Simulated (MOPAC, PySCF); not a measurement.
C$_{9}$H$_{6}$BNS, SMILES `s1ccc2cc(c(B)cc21)C#N`, neutral singlet in the gas phase. 

Cartesian coordinates (Å):
SMILES: Bc1cc2sccc2cc1C#N
```xyz
18

B     -2.8538     1.0180     0.6169
C     -1.4360     0.4971     0.3011
C     -0.3212     1.2307     0.7448
C      0.9728     0.7832     0.4738
S      2.4717     1.5441     0.9342
C      3.3867     0.2843     0.1716
C      2.6094    -0.6797    -0.4118
C      1.2101    -0.4188    -0.2538
C      0.1048    -1.1651    -0.7053
C     -1.1887    -0.7160    -0.4333
C     -2.2810    -1.5099    -0.9137
N     -3.1406    -2.1833    -1.3213
H     -3.8347     0.4201     0.2555
H     -2.9642     2.0473     1.2399
H     -0.4843     2.1559     1.3049
H      4.4764     0.3295     0.1988
H      3.0149    -1.5466    -0.9366
H      0.2577    -2.0909    -1.2657
```
Charge 0, spin multiplicity 1.

All levels are single points at this geometry (r2SCAN-D4/def2-SVP); Pople sets use spherical d functions. Orbital energies aren't observables, and empty levels follow the basis.

```json
[
 {"level": "r2SCAN-D4/def2-TZVP in PySCF", "HOMO (eV)": "-6.42", "LUMO (eV)": "-3.29", "gap (eV)": "3.13", "dipole (D)": "6.37", "vertical IE, Delta-SCF (eV)": "8.60"},
 {"level": "B3LYP/6-31G* in PySCF", "HOMO (eV)": "-6.71", "LUMO (eV)": "-2.49", "gap (eV)": "4.21", "dipole (D)": "6.02", "vertical IE, Delta-SCF (eV)": "8.48"},
 {"level": "M06-2X/6-31G* in PySCF", "HOMO (eV)": "-7.92", "LUMO (eV)": "-1.62", "gap (eV)": "6.31", "dipole (D)": "5.69", "vertical IE, Delta-SCF (eV)": "–"},
 {"level": "SVWN5/6-31G* in PySCF", "HOMO (eV)": "-6.21", "LUMO (eV)": "-3.38", "gap (eV)": "2.83", "dipole (D)": "6.29", "vertical IE, Delta-SCF (eV)": "–"},
 {"level": "HF/3-21G in PySCF", "HOMO (eV)": "-8.93", "LUMO (eV)": "0.79", "gap (eV)": "9.72", "dipole (D)": "5.26", "vertical IE, Delta-SCF (eV)": "–"},
 {"level": "PM7 in MOPAC", "HOMO (eV)": "-8.99", "LUMO (eV)": "-1.68", "gap (eV)": "7.31", "dipole (D)": "4.56", "vertical IE, Delta-SCF (eV)": "–"}
]
```
